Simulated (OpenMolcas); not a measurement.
## Levels of La²⁺ by method

```json
{"Program": "OpenMolcas 26.06", "Basis": "ANO-RCC-VDZP [7s6p4d2f1g]", "Scalar Hamiltonian": "DKH2, point nucleus", "Active space": "1 electron in 9 orbitals (RAS2 5d 6s; RAS3 6p, at most 1 electron)", "State averaging": "2S+1 = 2 even, 6 roots; 2S+1 = 2 odd, 3 roots", "Spin-orbit coupling": "RASSI with atomic mean-field integrals over the reference wave functions, term energies averaged over their components"}
```

Methods on the same reference wave functions:
A. RASSCF
B. SS-RASPT2, IPEA 0.25 Eh, imaginary shift 0.1 Eh (closed shells correlated: 5s 5p)

Energies in eV above 5d 2D 3/2, the measured ground level; measured values from Martin, Zalubas and Hagan, Atomic Energy Levels: The Rare-Earth Elements, NSRDS-NBS 60 (1978).

| Level | A | B | Measured |
| --- | --- | --- | --- |
| 5d 2D 3/2 | 0.0000 | 0.0000 | 0.0000 |
| 5d 2D 5/2 | 0.2147 | 0.2147 | 0.1988 |
| 6s 2S 1/2 | 1.5432 | 1.635 | 1.6851 |
| 6p 2P* 1/2 | 4.9152 | 5.274 |  |
| 6p 2P* 3/2 | 5.2079 | 5.566 |  |

Deviations, from unrounded energies. A percentage is the sum of absolute deviations over the sum of measured energies, with the sign that they share, or ± where signs differ.

| Against measurement | Levels | A | B |
| --- | --- | --- | --- |
| mean absolute deviation (cm-1) | 2 | 640 | 260 |
| fine structure of the ground term (%) | 1 | +8.0 | +8.0 |
| other configurations (%) | 1 | -8.4 | -3.0 |

B lies closest to measurement on these levels. The largest miss of B in the table is 6s 2S 1/2, by -400 cm-1. The ranking rests on the paired levels alone, and a cruder setting can come out closer through cancelling errors.

The lowest spin-free term lies below A's lowest term by 0.172 hartree in B.

With one active electron the reference holds no correlation, so core polarisation is missing (holds for A). With one active electron, CASPT2 adds the correlation within the correlated inactive shells and between them and that electron, and leaves the splitting within a term as the reference gives it (holds for B). Measured partners are found by configuration, term and J. A level has none where our copy of the source lacks it or the pairing is in doubt (some pairs that miss far off the trend of their configuration count as doubtful), and it then counts in no deviation. Levels of configurations outside the active space are missing.

* marks odd parity.
